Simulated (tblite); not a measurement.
C3H9NOSi.
Geometry (GFN2-xTB, Å), atoms numbered from 1 in this order:
```
atom  x, y, z in Å
O1     2.4296   -1.1235    0.0233
Si2    0.9857   -0.7225    0.6567
C3     0.4109    1.0902    0.5821
C4    -0.6914    1.0950   -0.4794
C5    -1.3913   -0.2616   -0.4252
N6    -0.3337   -1.2480   -0.3184
H7     2.6254   -0.9409   -0.8927
H8     1.1309   -1.2585    2.0042
H9     1.1881    1.8110    0.3371
H10   -0.0036    1.3903    1.5436
H11   -0.2401    1.2089   -1.4668
H12   -1.4039    1.9084   -0.3345
H13   -1.9803   -0.4413   -1.3302
H14   -2.0724   -0.2991    0.4370
H15   -0.6582   -2.2003   -0.3587
```

Level: GFN2-xTB in tblite, geometry and Hessian alike; calculated harmonic values, unscaled, isolated species. The method is semi-empirical: single wavenumbers can be off by several per cent or more. Modes of hydrogen on silicon can be 10 to 20 % off. One conformer, not necessarily the lowest.

Harmonic wavenumbers (cm⁻¹): 104.3, 178.9, 237.8, 252.3, 297.7, 404.2, 494.6, 565.7, 604.0, 672.4, 709.5, 783.4, 813.5, 839.8, 893.1, 924.7, 947.8, 1001.9, 1061.8, 1133.7, 1144.8, 1150.8, 1220.2, 1259.0, 1286.9, 1325.9, 1359.5, 1485.7, 1499.9, 1506.1, 2304.7, 2855.9, 2934.4, 2968.3, 2983.1, 2997.3, 3015.8, 3473.3, 3657.6.

A = 5202, B = 2375, C = 1920 MHz; mass 103.045 u (most abundant isotopes); point group C1, symmetry number 1.

Q: Zero-point energy?

A: Half the sum of the wavenumbers: 26675 cm⁻¹ = 76.27 kcal/mol.

Q: What is S at 298.15 K and 1 bar for an ideal gas of classical rigid rotors and harmonic oscillators?

A: Translation 39.83, rotation 27.01, vibration 15.37: S = 82.2 cal/(mol K).

Q: And Cp and H(298.15 K) − H(0)?

A: Cp = 29.27 cal/(mol K), of which vibrations give 21.32 (their classical limit is 39 R = 77.5); H(298.15 K) − H(0) = 5.14 kcal/mol without the zero-point energy, 2.77 from vibrations.

Q: What must be added to the electronic energy to get the Gibbs energy at 298.15 K and 1 bar?

A: ZPE + [H(298.15 K) − H(0)] − T·S = 76.27 + 5.14 − 24.51 = 56.90 kcal/mol.

Q: Blend soft modes into free rotors: weight 1/[1 + (100 cm⁻¹/ν̃)⁴] for the oscillator and the rest for a rotor with moment μB/(μ + B), μ = h/(8π²ν), B = 10⁻⁴⁴ kg m². What vibrational entropy results?

A: 15.13 cal/(mol K) in place of 15.37, which changes −T·S at 298.15 K by +0.07 kcal/mol.

Q: How do the functions run with temperature in this model?

A: 
| T (K) | S (cal/(mol K)) | Cp (cal/(mol K)) | H − H(0) (kcal/mol) | G − H(0) (kcal/mol) | ln q(vib) |
| --- | --- | --- | --- | --- | --- |
| 50 | 53.2 | 9.4 | 0.42 | -2.24 | 0.06 |
| 100 | 60.9 | 13.2 | 0.98 | -5.10 | 0.41 |
| 373.15 | 89.5 | 35.5 | 7.57 | -25.81 | 4.27 |
| 500 | 101.1 | 44.3 | 12.65 | -37.91 | 6.45 |
| 750 | 121.5 | 56.2 | 25.33 | -65.81 | 10.83 |
| 1000 | 138.8 | 63.9 | 40.40 | -98.41 | 15.04 |

q(vib) and H(0) count from the zero-point level.

Q: Which modes carry the vibrational entropy at 298.15 K?

A: 104.3 cm⁻¹: 3.37; 178.9 cm⁻¹: 2.34; 237.8 cm⁻¹: 1.82; 252.3 cm⁻¹: 1.71; 297.7 cm⁻¹: 1.43; 404.2 cm⁻¹: 0.95 cal/(mol K); the other 33 give 3.75 together.

Hindered rotation and anharmonicity are outside this model. Other conformers, if any are populated, would add a mixing term that is left out. The structure is chiral; the term R ln 2 for an equal mix with its mirror image is left out.
